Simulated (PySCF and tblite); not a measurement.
The numbers below are computed, except where a source is named.
2 diastereomers of C₄H₆F₂O₂, numbered alike:

| isomer | SMILES | descriptors (one enantiomer) |
| --- | --- | --- |
| A | [F:1][C@H:2]1[CH2:3][O:4][CH2:5][O:6][C@@H:7]1[F:8] | 2S, 7R |
| B | [F:1][C@@H:2]1[CH2:3][O:4][CH2:5][O:6][C@@H:7]1[F:8] | 2R, 7R |

Each isomer is a Boltzmann average at 298.15 K over at most 6 conformers: GFN2-xTB geometries, energies PBE0/pcSseg-1 (IEF-PCM, tetrahydrofuran) (D3(BJ) added where defined), GFN2-xTB thermal terms. Programs: PySCF with density fitting and tblite.

Q: Rank the isomers by free energy at 298.15 K.

A: 
| isomer | ΔG (kcal/mol) | ΔE, lowest conformer | conformers | largest weight % | rms dipole (D) |
| --- | --- | --- | --- | --- | --- |
| A | 0.0 | 0.0 | 2 | 100 | 2.06 |
| B | 0.4 | 0.2 | 1 | 100 | 1.22 |

ΔG is for one enantiomer.

Q: If they could interconvert freely, what would the mixture hold (chiral isomers as racemates)?

A: A 67 %, B 33 %. A racemate gains RT ln 2.
